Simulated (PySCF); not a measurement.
# `FB(F)[C@@H]1[SiH2]C[C@@H]1F`, C3H6BF3Si

Geometry (Å), atoms numbered from 1 in this order:
```xyz
14

F     2.7106   -1.4923   -0.1095
B     1.7907   -0.5729   -0.3650
F     1.9133   -0.0250   -1.5591
C     0.6029   -0.3191    0.6010
Si   -1.0253   -1.0810   -0.1405
C    -1.2459    0.7988   -0.3835
C    -0.0659    1.0675    0.5593
F     0.7626    2.0710    0.1086
H     0.8486   -0.6404    1.6111
H    -0.9206   -1.9258   -1.3247
H    -1.8325   -1.6863    0.9193
H    -0.9795    1.1200   -1.3898
H    -2.1687    1.3007   -0.1049
H    -0.3909    1.3843    1.5553
```

Computed with PySCF, TDDFT B3LYP/def2-SVPD circular dichroism and optical rotation, one conformer, gas phase. Geometry: GFN2-xTB.

The molecule is flexible and this is one conformer; a measurement averages over conformers. States above about 8.4 eV (minus the energy of the highest occupied orbital) lie near or above the ionisation threshold and depend on the basis.

Problem. Draw the ECD and absorption spectra from the lowest 16 states, each a Gaussian of half-width 0.3 eV at 1/e height.

Solution. 
```csv
E (eV),λ (nm),Δε (L mol⁻¹ cm⁻¹),ε (L mol⁻¹ cm⁻¹)
6.50,191,+0.74,283
6.60,188,+1.51,838
6.70,185,+1.99,2000
6.80,182,+0.56,3860
6.90,180,-4.74,6060
7.00,177,-14.75,7840
7.10,175,-28.00,8590
7.20,172,-40.88,8440
7.30,170,-48.24,8070
7.40,168,-44.88,7940
7.50,165,-28.97,7950
7.60,163,-5.33,7740
7.70,161,+16.53,7170
7.80,159,+28.82,6420
7.90,157,+30.50,5780
8.00,155,+26.07,5440
8.10,153,+19.99,5520
8.20,151,+12.64,6060
8.30,149,+2.18,6980
8.40,148,-10.57,7930
```
Δε uses R in velocity form, ε uses f in length form. Only the states computed contribute, so the short-wavelength end is incomplete.
